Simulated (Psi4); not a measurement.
Conformational energy of SMILES CS[SiH2][SiH2][SeH]. Scanned: dihedral C1–S2–Si3–Si4; all other coordinates were relaxed at GFN2-xTB. Points at φ and −φ are mirror images.

Geometry of the scan point at -45° (Å):
```
13

C     -3.0218    -0.1886    -0.3117
S     -1.4475     0.1866    -1.1453
Si    -0.0355    -0.1210     0.4437
Si    -0.8144     0.8802     2.3868
Se     0.9169     0.6333     3.8773
H     -2.9840    -1.1845     0.1182
H     -3.2178     0.5541     0.4560
H     -3.7924    -0.1467    -1.0742
H      1.1828     0.4423    -0.1220
H      0.1223    -1.5714     0.6004
H     -1.9714     0.2470     3.0331
H     -1.1134     2.3148     2.3442
H      0.2432     1.2453     4.9805
```

Level of theory: DF-MP2 (frozen core)/cc-pVTZ // GFN2-xTB (Psi4).

Scanned values (°): -165, -150, -135, -120, -105, -90, -75, -60, -45, -30, -15, 0, 15, 30, 45, 60, 75, 90, 105, 120, 135, 150, 165, 180.

Question: At which scan points does the profile have its minima and maxima, and how high do they lie?

Answer: Lower than their neighbours: -60° (0.000 eV), 60° (0.000 eV), 180° (0.015 eV). Higher than their neighbours: -120° (0.074 eV), 0° (0.073 eV), 120° (0.074 eV). The whole profile spans 0.074 eV.
